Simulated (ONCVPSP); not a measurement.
Cd (Z = 48): one change to an ONCV potential, before and after

ONCVPSP 4.0.1 input, shortened (lines: element, Z, core and valence counts, functional; n l f; lmax; l rc ep ncon nbas qcut; lloc lpopt rc5 dvloc0; l nproj debl; icmod fcfact rcfact), LDA (Perdew-Wang 92), scalar-relativistic:

```
  Cd 48.00    6    4  -001012      upf
    1    0    2.00
    2    0    2.00
    2    1    6.00
    3    0    2.00
    3    1    6.00
    3    2   10.00
    4    0    2.00
    4    1    6.00
    4    2   10.00
    5    0    2.00
    2
    0    1.65    0.00    4    7    7.10
    1    1.40    0.00    4    8    9.30
    2    1.75    0.00    3    8    8.00
    4    4    0.95    0.00
    0    2    0.80
    1    2    2.60
    2    2    2.30
    0    0.00    0.00
```

Change: p: nproj 0; local potential the p channel.

Cutoffs: the cutoffs (Ha) at which the residual kinetic energy of the hardest occupied pseudo-wave falls to 1 and 0.1 mHa per electron; they do not see the model core or the augmentation charge, which bear on the density cutoff. Errors are all-electron minus pseudo energies relative to the spin-unpolarised reference configuration.

**Question.** How do hardness, ghosts and transferability respond?

**Answer.** The potential gets neither clearly harder nor softer (25 Ha and 34 Ha → 25 Ha and 34 Ha); of the 4 tests that both files solve, the error grows in 0 and shrinks in 1 by more than 15 % and 0.3 meV (median size 7.3 → 6.1 meV); the range in which the p phases agree narrows (upper end at the end of the scan → 0.4); neither file shows a bound ghost.

| quantity | base | changed |
| --- | --- | --- |
| cutoff, loose | 25 Ha | 25 Ha |
| cutoff, tight | 34 Ha | 34 Ha |
| bound ghosts | none | none |
| GHOST(+) flags under 300 eV | s at 218.7 eV | none |
| error for 4s2 4p6 4d10 5s1, meV [ΔE 9.62 eV] | -1.7 | -1.7 |
| error for 4s2 4p6 4d10 5s0, meV [ΔE 27.14 eV] | -6.5 | -6.4 |
| error for 4s2 4p6 4d9 5s0, meV [ΔE 65.40 eV] | -8.1 | -5.9 |
| error for 4s1 4p6 4d10 5s2, meV [ΔE 113.45 eV] | -558 | -531 |
| s: phases at 1.68 bohr within 0.05 rad from the reference energy up to (Ha; the scan ends near 5) | to the end of the scan | to the end of the scan |
| p: phases at 1.42 bohr within 0.05 rad from the reference energy up to (Ha; the scan ends near 5) | to the end of the scan | 0.4 |
| d: phases at 1.78 bohr within 0.05 rad from the reference energy up to (Ha; the scan ends near 5) | to the end of the scan | to the end of the scan |
